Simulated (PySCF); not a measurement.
Computed shifts of a molecule C₅H₇F, KT2/pcSseg-1 in PySCF, GIAO, gas phase, atoms alike by connectivity averaged where their shifts nearly agree, in ppm (number of nuclei): ¹³C: 153.1 (1), 107.1 (1), 94.0 (1), 33.2 (1), 28.1 (1). ¹⁹F: -209.7 (1). ¹H: 5.75 (1), 5.65 (1), 5.44 (1), 2.75 (1), 2.59 (1), 2.53 (1), 2.30 (1). References: ¹³C against TMS (σ = 185.1 ppm); ¹⁹F against CFCl3 (σ = 127.1 ppm); ¹H against TMS (σ = 31.47 ppm), references at their B3LYP-D3(BJ)/def2-TZVP geometries, non-relativistic. Coordinates come from a ωB97X-D3(BJ)/def2-SVP optimisation. Other conformers were not sampled.

### Question
Pick the molecule that these values belong to.
(A) C=C1CC[C@@H]1F
(B) C/C=C/C=C\F
(C) C=C=C[C@@H](C)F
(D) C=C(F)C1CC1

### Answer
A, C=C1CC[C@@H]1F
